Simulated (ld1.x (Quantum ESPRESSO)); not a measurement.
Varying the TM potential for Tc

Base potential:

```
Element                 : Tc
Generator               : ld1.x (Quantum ESPRESSO) 7.5
Type                    : norm-conserving Troullier–Martins (Kleinman–Bylander form)
Functional              : PBEsol
Relativity              : non-relativistic
Frozen core             : [Kr]
Valence charge          : 7
Reference configuration : 4d5 5s1.75 5p0.25
Partial waves           : 5p (bound): rc 2.65 bohr; 4d (bound): rc 1.80 bohr; 4f channel at 0.25 Ry: rc 2.40 bohr; 5s (bound): rc 2.80 bohr
Local potential         : the s channel
Core correction         : none
```

All-electron outer shells of the reference configuration (PBEsol, non-relativistic, ld1.x):

| shell | level (eV) | outermost node (bohr) | outermost maximum (bohr) |
| --- | --- | --- | --- |
| 4p | -44.98 | 0.51 | 1.03 |
| 4d | -7.55 | 0.50 | 1.25 |
| 5s | -5.05 | 1.31 | 2.83 |
| 5p | -1.62 | 1.47 | 3.67 |

Cutoffs, loose and tight: the cutoffs (Ry, on a coarse ladder) from which the occupation-weighted sum of valence levels, in a spherical-Bessel basis at the reference potential, stays within 10 and 1 mRy of its value at 400 Ry. They do not see the model core or the augmentation charge, which bear on the density cutoff. Test errors are all-electron minus pseudo excitation energies from the reference, over the configurations 4d5 5s2 5p0; 4d5 5s1 5p0; 4d5 5s0 5p0; 4d4 5s2 5p0; 4d5.5 5s1.5 5p0; 4d3 5s0 5p0; 4d4 5s0 5p0. A dash means not determined; rows that change the core or the reference have their own tests.

A true bound ghost makes a file unfit for plane-wave use even where its test errors are small: the radial tests pick states by their node count and pass the ghost by.

| change | outcome | cutoff, loose | cutoff, tight | bound ghosts | largest test error (meV) |
| --- | --- | --- | --- | --- | --- |
| base | generated | 45 Ry | 55 Ry | none | -418 |
| scalar-relativistic | generated | 45 Ry | 55 Ry | none | -381 |
| wave 4f channel at 0.25 Ry: rc 2.40 bohr becomes 4f channel at 0.55 Ry: rc 2.40 bohr | generated | 45 Ry | 55 Ry | none | -418 |
| wave 4f channel at 0.25 Ry: rc 2.40 bohr becomes 4f channel at 0.25 Ry: rc 2.84 bohr | generated | 45 Ry | 55 Ry | none | -418 |
| all radii scaled by about 1.19 (s 3.32, p 3.16, d 2.14, f 2.86 bohr) | generated | 40 Ry | 45 Ry | none | -506 |
| wave 5s (bound): rc 2.80 bohr becomes 5s (bound): rc 2.36 bohr | generated | 45 Ry | 55 Ry | none | -439 |
| type ultrasoft; waves now 5s (bound): rcut 2.45, rcutus 2.80 bohr; 5s channel at 0.95 Ry: rcut 2.45, rcutus 2.80 bohr; 5p (bound): rcut 2.30, rcutus 2.65 bohr; 5p channel at 2.4 Ry: rcut 2.30, rcutus 2.65 bohr; 4d (bound): rcut 1.55, rcutus 1.80 bohr; 4d channel at 1.4 Ry: rcut 1.55, rcutus 1.80 bohr; 4f channel at 0.25 Ry: rc 2.40 bohr; local potential the f channel; augmentation PSQ, radius 1.45 bohr | generated | 35 Ry | 50 Ry | s, p | -408 |
| core correction a·sin(br)/r model core inside 1.10 bohr | generated | 45 Ry | 55 Ry | none | -1095 |
| reference 4d5 5s2 5p0 | generated | 45 Ry | 55 Ry | none | -419 |
| local potential all-electron potential smoothed inside 1.50 bohr (lloc = -1) | generated | 45 Ry | 55 Ry | s, p | +80 |
| wave 5p (bound): rc 2.65 bohr becomes 5p (bound): rc 4.06 bohr | generated | 45 Ry | 55 Ry | none | -419 |
| wave 4d (bound): rc 1.80 bohr becomes 4d (bound): rc 2.00 bohr | generated | 40 Ry | 50 Ry | none | -399 |
